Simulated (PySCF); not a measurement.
C12H9B, SMILES C1C2=CC=CC3=CC=CC(B23)=CC=1.

Geometry optimised at B3LYP-D3(BJ)/def2-SVP.

All values below come from B3LYP-D3(BJ)/def2-SVP run with PySCF.

Harmonic, unscaled wavenumbers; measured fundamentals usually lie a few per cent lower.

Modes within 1.5 cm⁻¹ of each other (mostly degenerate sets) share a row, with their intensities summed.

```csv
mode,ν (cm⁻¹),IR (km/mol),moving atoms (share of kinetic energy)
1,147,10.8,"C 52 %, B 32 %, H 16 %"
2–3,168,0.0,"C 80 %, H 20 %"
4,311,0.0,"C 71 %, H 29 %"
5,342,0.0,C 95 %
6–7,408,7.1,"C 73 %, H 17 %, B 10 %"
8–9,444,3.5,C 94 %
10–11,446,0.0,"C 77 %, H 23 %"
12,448,4.1,"C 58 %, H 26 %, B 17 %"
13–14,597,0.0,"C 61 %, H 39 %"
15,602,0.0,"C 90 %, H 10 %"
16,735,61.2,"H 40 %, B 37 %, C 24 %"
17,770,0.0,"C 91 %, H 9 %"
18–19,776,0.0,"H 73 %, C 27 %"
20–21,826,0.0,"C 83 %, H 13 %"
22,847,22.7,"H 49 %, C 42 %, B 8 %"
23,877,0.0,"C 87 %, H 13 %"
24,956,0.0,"H 71 %, C 29 %"
25–26,976,0.0,"H 67 %, C 33 %"
27–28,1021,0.0,"H 65 %, C 35 %"
29,1024,0.0,"H 64 %, C 36 %"
30–31,1033,0.6,"C 67 %, H 21 %, B 12 %"
32,1075,0.0,"H 51 %, C 49 %"
33–34,1100,57.9,"H 46 %, C 36 %, B 18 %"
35–36,1195,2.8,"H 82 %, B 12 %"
37,1216,0.0,"H 60 %, C 40 %"
38,1255,0.0,"H 85 %, C 15 %"
39–40,1264,114.3,"H 55 %, C 45 %"
41,1371,0.0,"C 80 %, H 20 %"
42–43,1419,248.2,"C 78 %, B 20 %"
44–45,1434,6.5,"H 56 %, C 41 %"
46,1506,0.0,"C 68 %, H 32 %"
47,1532,0.0,"C 74 %, H 26 %"
48–49,1570,278.1,"C 78 %, H 13 %, B 8 %"
50–51,1628,608.2,"C 85 %, H 10 %"
52–53,3121,61.4,"H 92 %, C 8 %"
54–57,3123,99.8,"H 92 %, C 8 %"
58–60,3187,70.4,"H 91 %, C 9 %"
```
